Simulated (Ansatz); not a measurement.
Cartesian coordinates (Å):
```xyz
9

C     -1.2909    -0.0693     0.3179
C      0.1125    -0.4567    -0.0156
Si     1.5483     0.3549     0.4246
H     -1.7976    -0.8613     0.8802
H     -1.8821     0.0975    -0.5894
H     -1.3388     0.8433     0.9159
H      0.2273    -1.3621    -0.6088
H      2.8803    -0.1430     0.0233
H      1.5416     1.5966     1.2295
```
Charge 0, multiplicity 1.

Method: frozen-core CCSD(T)/cc-pVTZ // PBE0-D3(BJ)/def2-TZVP (Ansatz, a first-principles code). The restricted HF reference is unstable towards unrestricted orbitals.

* **HF energy**: -368.13252 Ha
* **MP2 correlation energy**: -0.47170 Ha

**Question.** Estimate the CCSD correlation energy, the (T) correction, the total energy and the T1 diagnostic.

**Answer.** 
```json
{
 "CCSD correlation energy": "-0.51076 Ha",
 "(T) correction": "-0.02236 Ha",
 "CCSD(T) total energy": "-368.66564 Ha",
 "T1 diagnostic": "0.012"
}
```
